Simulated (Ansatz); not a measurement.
C2H7BN2 (SMILES NB1CNC1): the vertical ionisation energy from total energies

C2H7BN2: 12 atoms, total charge 0, spin state singlet. As SMILES, `NB1CNC1`. The coordinates come from a PBE0-D4/def2-TZVP relaxation.

```xyz
12

N    -1.4649    1.2865   -0.0881
B    -0.4241    0.3769   -0.0246
C     0.5452   -0.1671    1.1068
N     0.8580   -1.2712    0.1686
C     0.2682   -0.6334   -1.0323
H    -1.7759    1.8217    0.7046
H    -1.9877    1.4654   -0.9284
H     0.1546   -0.4994    2.0738
H     1.3887    0.5139    1.2980
H     1.8404   -1.5007    0.0914
H     1.0023   -0.1363   -1.6847
H    -0.3280   -1.3114   -1.6512
```

Both states at this one shape; open shells run unrestricted unless said. 1 Eh = 27.2114 eV.

| level | program | singlet C2H7BN2 (Eh) | doublet [C2H7BN2]+ (Eh) |
| --- | --- | --- | --- |
| HF/STO-3G | Ansatz | -210.760021 | -210.569585 |
| BLYP/cc-pVDZ | Ansatz | -214.682706 | -214.395958 |
| CCSD(T)/cc-pVDZ, 5 core orbitals frozen | Ansatz | -214.179870 | -213.883547 |

Q: Work out the vertical ionisation energy at each level.

A: 
1. HF/STO-3G: -210.569585 − (-210.760021) = 0.190436 Eh = 5.18 eV.
2. BLYP/cc-pVDZ: -214.395958 − (-214.682706) = 0.286748 Eh = 7.80 eV.
3. CCSD(T)/cc-pVDZ: -213.883547 − (-214.179870) = 0.296323 Eh = 8.06 eV.

No measured value is set beside it here; the levels span 5.18 to 8.06 eV. Hartree–Fock favours the state with fewer electron pairs, since it lacks pair correlation. Minimal sets are far from the basis-set limit.
